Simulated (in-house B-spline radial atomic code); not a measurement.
Results of a calculation; reference values are marked as such.
Rh in an electron gas of r_s = 2.2: phase shifts, screening, friction and resistivity

A nucleus sits in a uniform electron gas with a rigid positive background. The Kohn-Sham equations are solved self-consistently in the spin-unpolarised LDA (PW92), non-relativistic, on B-splines with outgoing waves at the boundary and partial waves to l = 8. The model has no lattice, no bands and no magnetic solution. Atomic units; δ_l are the phase shifts at the Fermi level, counted so that each bound state adds π, and good to about 0.0005.

The density parameter is r_s = 2.2 bohr, near that of the valence electrons of Ga (3 per atom, density 5.91 g/cm³, mass 69.72 u, which gives r_s = 2.19).

| l | δ_l (rad) |
| --- | --- |
| 0 | 12.1876 |
| 1 | 9.4896 |
| 2 | 5.9207 |
| 3 | 0.0459 |
| 4 | 0.0090 |
| 5 | 0.0013 |
| 6 | 0.0002 |
| 7 | -0.0002 |
| 8 | -0.0002 |

Bound levels below the band bottom (hartree): s -20.24, p -16.89, d -10.69, s -2.34, p -1.328 and deeper ones.

Question: Check the Friedel sum rule, and say where the screening charge sits.

Answer: k_F = (9π/4)^(1/3)/r_s = 0.87234. The rule is Z = (2/π) Σ (2l + 1) δ_l. The terms are s 7.759, p 18.124, d 18.846, f 0.205 and 0.058 beyond, in all 44.992 against Z = 45. Bound states hold 8 s, 18 p, 10 d electrons, so the scattering states carry 8.99 in all; where a term is smaller than its bound count, the bound level has drawn weight out of the band.

Question: Find the transport cross section and the electronic stopping of a 5 keV Rh ion (mass 102.91 u).

Answer: σ_tr = (4π/k_F²) Σ (l + 1) sin²(δ_l − δ_(l+1)). The terms for l = 0 to 3 are 0.1842, 0.3435, 0.4731, 0.0054, all together 1.0066, so σ_tr = 16.513 × 1.0066 = 16.622 bohr². With n = 3/(4π r_s³) = 0.02242, the friction coefficient is Q = n k_F σ_tr = 0.3251. For v well below v_F = 0.872, dE/dx = Q v; with 24801 eV per u at v = 1, v = √(5000/(24801 × 102.91)) = 0.0443, so dE/dx = 0.01439 hartree/bohr = 7.4 eV/nm. The largest term couples the d and f waves.

Question: What residual resistivity would 1 atomic per cent of such centres give in Ga?

Answer: Δρ = k_F n_i σ_tr/n in atomic units of 21.74 μΩ·cm. With one host atom per 3 electrons, n_i/n = 0.01/3, so Δρ = 0.8723 × 0.00333 × 16.622 × 21.74 = 1.05 μΩ·cm. This is an atom added to the gas, as on an interstitial site.

Question: On a substitutional site the background of one host ion, a sphere holding 3 charges, is taken out. The phase shifts for l = 0 to 4 become 11.6557, 8.9899, 5.5597, -0.0470, -0.0108. What follows?

Answer: The Friedel sum is now 41.99, for Z − 3 = 42. The sum in σ_tr is 1.5533, so σ_tr = 25.65 bohr² and Δρ = 1.62 μΩ·cm per atomic per cent, 1.54 times the value above. A real host ion scatters too, so this model doesn't give zero even for the host's own atom.
